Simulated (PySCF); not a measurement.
Assigning NMR signals

Structure with atom numbers: `[O:1]=[C:2]1[CH:3]=[CH:4][CH2:5][C@@H:6]1[C:7]([F:8])([F:9])[F:10]` (H(Xn): hydrogen on atom n). Ha(C5) is cis to C7 on the ring; Hb(C5) is trans to C7 on the ring.

PySCF calculation with structure optimised with GFN2-xTB and shielding tensors at PBE0/pcSseg-1 (GIAO); non-relativistic Hamiltonian, single conformer, fast rotation and ring inversion assumed for equivalent nuclei, gas phase.

δ = σ(ref) − σ, references computed at the same level: 13C (σ = 186.93 ppm), 1H (σ = 31.72 ppm) vs TMS.

Question: Assign these signals to the numbered atoms. 13C{1H} NMR (computed): δ 202.7 (C), 174.2 (CH), 141.6 (CH), 134.2 (C), 51.6 (CH), 35.2 (CH2).

Answer: 
| δ (ppm) | atoms | environment | reason |
| --- | --- | --- | --- |
| 202.7 | C2 | ketone carbonyl carbon | the double bond to the heteroatom, with no lone-pair donor beside it, deshields it most |
| 174.2 | C4 | β carbon of a C=C–C=O unit | conjugation with the carbonyl draws π density from the β position |
| 141.6 | C3 | α carbon of a C=C–C=O unit | an sp2 carbon of a C=C bond |
| 134.2 | C7 | CF3 carbon | 3 electronegative neighbours deshield it |
| 51.6 | C6 | sp3 CH α to a carbonyl | the adjacent C=O deshields it moderately |
| 35.2 | C5 | allylic sp3 CH2 | aliphatic region, no heteroatom directly attached |

Question: Assign these signals to the numbered atoms. 1H NMR (300 MHz, computed): δ 8.06 (m, 1H), 6.41 (d, 1H), 3.00 (m, 1H), 2.98 (m, 1H), 2.90 (m, 1H).

Answer: 
| δ (ppm) | atoms | environment | reason |
| --- | --- | --- | --- |
| 8.06 | H(C4) | hydrogen on a β carbon of a C=C–C=O unit | – |
| 6.41 | H(C3) | hydrogen on an α carbon of a C=C–C=O unit | attached to an sp2 carbon and in the plane of the double bond |
| 3.00 | Hb(C5) | hydrogen on an allylic sp3 CH2 | allylic position |
| 2.98 | Ha(C5) | hydrogen on an allylic sp3 CH2 | – |
| 2.90 | H(C6) | hydrogen on an sp3 CH α to a carbonyl | α to C=O |

Hb(C5) and Ha(C5); Ha(C5) and H(C6) lie closer than the usual error of such a calculation, so a measured spectrum could show them in the other order.

Splittings by 19F in the carbon and heteronuclear signals aren't shown, as no couplings were computed. Shifts are as computed. Against solution values, carbons near 30 ppm lie about +3 ppm off and those near 130 ppm about +5 ppm. Of 1211 compounds with measured shifts, 218 miss one by over three times the rms of a fit or turn the order of signals round; such compounds aren't used in these exercises. No couplings were computed; multiplicities are counted from neighbouring protons, with m where these are inequivalent, close in shift, in a saturated or five-membered ring or joined by F or P, and br s for small geminal =CH2 splittings.
